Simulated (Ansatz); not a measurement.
```xyz
2

Cr    0.0000    0.0000    0.0000
H     0.0000    0.0000    3.3200
```

Basis set: pcseg-2 (spherical functions). Some runs use density fitting. Charge 0, multiplicity 6.

Computed with Ansatz (development build ahead of 0.2.0); each method stands on the lowest determinant of its kind that the runs found.

Give the atomization energy at this shape (free ground-state atoms in the same class of orbitals less the molecule, no zero-point energy) of sextet CrH by PBE0 (unrestricted), PBE (unrestricted).

```
             method  atomization energy
PBE0 (unrestricted)             0.16 eV
 PBE (unrestricted)             0.22 eV
```

Caution: charge can spread falsely over distant fragments; the shape is not the minimum. Caution for PBE0 (unrestricted): the unrestricted determinant is a mixture of spin states. Caution for PBE (unrestricted): the unrestricted determinant is spin contaminated.
